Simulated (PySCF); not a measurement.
B3LYP has the VWN-RPA correlation part, as in Gaussian. 

Cartesian coordinates (Å):
SMILES: [AlH3]
```xyz
4

Al     0.0001     0.0000    -0.0005
H      1.5824    -0.1045     0.0029
H     -0.8817    -1.3180    -0.0014
H     -0.7007     1.4225    -0.0010
```
Charge 0, multiplicity 1.

**Question.** Give the HOMO–LUMO gap, HOMO and dipole moment at the level B3LYP-D3(BJ)/def2-TZVP // PBE0-D4/def2-TZVP (PySCF 2.14.0).

**Answer.** 
```yaml
HOMO–LUMO gap: 6.42 eV
HOMO: -8.40 eV
dipole_moment: 0.00 D
```
